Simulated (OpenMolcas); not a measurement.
Nb3+ (d2) in a complex was computed by CASSCF with the d shell active (OpenMolcas, ANO-RCC-VDZP on the metal). Its lowest spin-free states, and all those of the highest spin:

```csv
2S+1,Degeneracy,E (cm-1)
3,1,0.0
3,1,2762
3,1,3632
3,1,5825
1,1,6900
1,1,8857
1,1,9318
3,1,10018
3,1,13577
1,1,13927
1,1,14875
1,1,15999
3,1,47450
3,1,48461
3,1,55420
3,1,64169
```

Q: Is the site octahedral, tetrahedral or cube-like, axial, or of lower symmetry?

A: The states with 2S+1 = 3 have orbital degeneracies 1, 1, 1, 1, 1, 1, 1, 1, 1, 1. No state of this spin is degenerate, so the site is of lower symmetry, with no axis of order three or more. The run had Nb3+ with 4 ligands (water) in square-planar coordination (D2h) at 1.95 Å. Ligand basis ANO-RCC-VDZP.

Without dynamic correlation the repulsion within the d shell is too large (B by tens of per cent), so at a given field states of lower spin stand too high. The least metal-like active orbital is 73 % on the metal (Löwdin) and no ligand orbital is active, so the numbers are rough. With metal d orbitals alone the field can be off either way by tens of per cent. Ligand-to-metal charge-transfer states are missing. With no ligand orbital active B as a rule stays too high, so bands that hang on it stand too high and its fall with covalency is understated. No measured value stands beside these numbers; the geometry was imposed, not optimised, and the real ion may take another.
